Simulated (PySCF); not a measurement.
# Vertical excitation energies

Compound: Ta(NMe)(OSiH3)3, CH12NO3Si3Ta (singlet state).
SMILES: `C[N]=[Ta]([O][SiH3])([O][SiH3])[O][SiH3]`

Computed with TDDFT B3LYP/def2-SVPD, vertical, gas phase, core orbitals frozen in the response, def2 core potentials past Kr (PySCF 2.14.0, density-fitted response routines). Isolated species at its PBE0-D3(BJ)/def2-SVP geometry, gas phase. Spin–orbit coupling is left out.

```json
{"state": "S1", "E (eV)": "5.06", "λ (nm)": "245.1", "f": "0.0001", "|μ| (D)": "0.07", "main configurations (H = HOMO, L = LUMO)": "H-1/H→L+1 (≥56%), H-1/H→L+2 (≥35%)"}
{"state": "S2", "E (eV)": "5.20", "λ (nm)": "238.2", "f": "0.0004", "|μ| (D)": "0.14", "main configurations (H = HOMO, L = LUMO)": "H-1/H→L (≥31%), H-1/H→L+2 (≥24%), H-1/H→L+1 (≥17%)"}
{"state": "S3", "E (eV)": "5.22", "λ (nm)": "237.6", "f": "0.0006", "|μ| (D)": "0.17", "main configurations (H = HOMO, L = LUMO)": "H-1/H→L+1 (≥24%), H-1/H→L+2 (≥24%), H-1/H→L (≥20%)"}
{"state": "S4", "E (eV)": "5.27", "λ (nm)": "235.3", "f": "0.0090", "|μ| (D)": "0.67", "main configurations (H = HOMO, L = LUMO)": "H-1/H→L (≥72%), H-1/H→L+1 (≥17%)"}
{"state": "S5", "E (eV)": "5.28", "λ (nm)": "234.8", "f": "0.0097", "|μ| (D)": "0.69", "main configurations (H = HOMO, L = LUMO)": "H-1/H→L (≥62%), H-1/H→L+2 (≥18%)"}
{"state": "S6", "E (eV)": "5.34", "λ (nm)": "232.2", "f": "0.018", "|μ| (D)": "0.95", "main configurations (H = HOMO, L = LUMO)": "H-1/H→L+2 (≥51%), H-1/H→L+1 (≥32%)"}
{"state": "S7", "E (eV)": "5.96", "λ (nm)": "208.2", "f": "0.0000", "|μ| (D)": "0.04", "main configurations (H = HOMO, L = LUMO)": "H-1/H→L+3 (≥23%), H-1/H→L+4 (≥16%), H-1/H→L+7 (≥13%)"}
{"state": "S8", "E (eV)": "6.04", "λ (nm)": "205.2", "f": "0.014", "|μ| (D)": "0.79", "main configurations (H = HOMO, L = LUMO)": "H-1/H→L+5 (≥52%), H-1/H→L+3 (≥17%), H-1/H→L+4 (≥16%)"}
{"state": "S9", "E (eV)": "6.05", "λ (nm)": "205.1", "f": "0.013", "|μ| (D)": "0.75", "main configurations (H = HOMO, L = LUMO)": "H-1/H→L+5 (≥45%), H-1/H→L+4 (≥21%), H-1/H→L+3 (≥18%)"}
```

Triplets, Tamm–Dancoff:

| state | E (eV) | λ (nm) | main configurations (H = HOMO, L = LUMO) |
| --- | --- | --- | --- |
| T1 | 4.66 | 266.1 | H-1/H→L+1 (≥39%), H-1/H→L+2 (≥33%) |
| T2 | 4.84 | 255.9 | H-1/H→L+2 (≥38%), H-1/H→L+1 (≥35%) |
| T3 | 4.85 | 255.8 | H-1/H→L+1 (≥44%), H-1/H→L+2 (≥31%) |

The lowest singlet comes at 245 nm (488 kJ/mol) in the ultraviolet; it is dark (f under 0.0005); its leading configuration is HOMO-1/HOMO→LUMO+1 (≥56%). The most intense listed level is S8/S9 at 6.04 eV (205 nm, f = 0.027 summed), 0.98 eV above S1. It is the last of those listed, so stronger ones may follow. S8/S9 lie within about 0.01 eV of each other. For S1 the Löwdin share of tantalum is 18% in HOMO and 57% in LUMO+1. Of the 9 states listed, 3 reach f = 0.01 and 3 stay under 0.0005. Orbital energies (eV): HOMO-3 -8.64, HOMO-2 -8.55, HOMO-1 -6.89, HOMO -6.88, LUMO -0.75, LUMO+1 -0.45, LUMO+2 -0.41. The listed states span 0.99 eV, and the widest gap between neighbours is 0.62 eV (S6 to S7). No computed singlet lies in the visible range (380 to 750 nm); the lowest, at 245 nm, stands 1.80 eV above its violet end (3.26 eV). Orbitals of the list HOMO-3 to LUMO+2 that lie within 0.01 eV of each other are written together with a slash and their weights summed (≥ marks a lower bound); for degenerate orbitals outside that list single weights are arbitrary. Singlets were solved by full linear response, triplets in the Tamm–Dancoff approximation. The highest level found (6.10 eV, f 0.0000 so far) is left out, since the window may have cut off a degenerate partner.
